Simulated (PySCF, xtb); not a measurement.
pent-4-en-1-ol (C5H10O), SMILES C=CCCCO. Other conformers were not sampled.

Harmonic wavenumbers (cm⁻¹) from GFN2-xTB (xtb 6.7.1) at its own minimum, in rising order: 33, 61, 150, 239, 281, 342, 419, 468, 649, 803, 877, 895, 939, 972, 1020, 1026, 1073, 1101, 1140, 1165, 1221, 1229, 1273, 1285, 1328, 1343, 1373, 1418, 1463, 1472, 1493, 1720, 2857, 2897, 2976, 2983, 2988, 2995, 3059, 3097, 3121, 3573.

Problem. What does B3LYP-D3(BJ)/def2-SVP in PySCF give at its own minimum? (An estimate is asked for; the answer gives what the named calculation found.)

Solution. 54, 89, 189, 251, 287, 367, 421, 516, 680, 766, 853, 930, 939, 957, 1027, 1048, 1084, 1105, 1144, 1199, 1244, 1269, 1299, 1309, 1351, 1378, 1429, 1448, 1455, 1465, 1509, 1722, 2968, 2999, 3033, 3040, 3080, 3092, 3124, 3140, 3220, 3834. Paired by order, the mean absolute difference is 40 cm⁻¹ and the zero-point energies are 86.9 and 89.1 kcal/mol.
